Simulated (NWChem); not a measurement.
C4H2F2O; SMILES Fc1ccoc1F

```xyz
9

F     -0.6368     1.9598     0.0000
C     -0.4644     0.6502     0.0000
C     -1.4839    -0.3490     0.0000
C     -0.8229    -1.5387     0.0000
O      0.5191    -1.3357     0.0000
C      0.7206    -0.0189     0.0000
F      1.9615     0.3822     0.0000
H     -2.5588    -0.1849     0.0000
H     -1.1483    -2.5745     0.0000
```
Atoms are numbered in this order, from 1.

Level: PBE0/def2-SVP (NWChem), optimised geometry, unscaled harmonic frequencies. 

Task: List the harmonic frequencies with IR intensities, and the thermochemistry.

Result: 
| frequency (cm⁻¹) | IR intensity (km/mol) |
|---|---|
| 269 | 0.6 |
| 284 | 1.0 |
| 342 | 0.0 |
| 508 | 1.2 |
| 631 | 4.7 |
| 635 | 14.2 |
| 647 | 4.1 |
| 728 | 37.8 |
| 778 | 20.7 |
| 860 | 4.4 |
| 907 | 18.8 |
| 1064 | 1.3 |
| 1161 | 89.3 |
| 1224 | 3.4 |
| 1327 | 55.1 |
| 1371 | 104.9 |
| 1534 | 46.3 |
| 1594 | 75.5 |
| 1797 | 159.6 |
| 3292 | 2.6 |
| 3322 | 3.6 |

```
Quantity                                                                            Value
-----------------------------------------------------------------------  ----------------
zero-point energy                                                           34.7 kcal/mol
thermal correction to the enthalpy at 298.15 K (with zero-point energy)     38.5 kcal/mol
heat capacity Cv                                                         18.7 cal/(mol K)
entropy at 298.15 K and 1 atm (symmetry number 1)                        74.0 cal/(mol K)
dipole moment                                                                      1.99 D
```

Rigid rotor and harmonic oscillator.
